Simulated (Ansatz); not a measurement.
F3In (SMILES [F][In]([F])[F]) moved off its minimum; all values from Ansatz (a program for electronic structure), cores frozen in correlated methods. Elements past Kr take the def2 small-core potentials, without spin–orbit coupling.
(charge 0, multiplicity 1)
```xyz
4

In     0.0115    -0.1135     0.0324
F     -1.5468    -1.0343    -0.0198
F     -0.1192     1.7656    -0.7234
F      1.5421    -0.6621     0.6977
```

Forces at HF/def2-TZVPP (eV/Å):

```csv
atom,Fx,Fy,Fz
In1,-2.455,5.391,-2.816
F2,-2.653,-1.616,-0.096
F3,0.195,-2.031,0.811
F4,4.913,-1.744,2.101
```

**Question.** Give the forces (eV/Å), the total energy and the dipole at CCSD(T)/def2-TZVPPD.

**Answer.** 
```json
[
 {"atom": "In1", "Fx": "-2.440", "Fy": "5.497", "Fz": "-2.887"},
 {"atom": "F2", "Fx": "-3.489", "Fy": "-2.108", "Fz": "-0.124"},
 {"atom": "F3", "Fx": "0.141", "Fy": "-1.328", "Fz": "0.528"},
 {"atom": "F4", "Fx": "5.787", "Fy": "-2.061", "Fz": "2.483"}
]
```
Energy -488.5750 hartree, dipole 1.72 D.
